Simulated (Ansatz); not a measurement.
The cluster Mg2S2⁺. Total charge 1; doublet. Geometry PBE0-D4/def2-TZVP; atoms count from 1.

```xyz
4

Mg   -0.7358   -0.0056   -2.5919
Mg    0.0263   -0.3585    2.6703
S     0.0840    0.8636    0.6784
S     0.6255   -0.4995   -0.7568
```

The charge 1 doublet is spin-contaminated (final ⟨S²⟩ up to 1.08, 0.75 for a pure state). Another isomer (doublet) lies 0.98 eV lower at PBE0-D4/def2-TZVP; other spin states weren't run for this one.

Q: Estimate the Mulliken populations from the PBE0/def2-TZVP orbitals of Ansatz.

A: 
```tsv
atom	charge (e)	spin (α − β)
Mg1	0.76	0.65
Mg2	0.76	0.65
S3	-0.26	-0.15
S4	-0.26	-0.15
```
Mulliken values depend strongly on the basis.

Q: Where does the spin sit?

A: Summed by element: Mg 1.29, S -0.29, of 1 unpaired in all. Largest on single atoms: Mg1 0.65, Mg2 0.65, S3 -0.15.

Q: And the Mayer bond orders between heavy atoms (over 0.3)?

A: Mg1–S4 0.82 (2.34 Å); Mg2–S3 0.82 (2.34 Å); S3–S4 1.22 (2.05 Å).
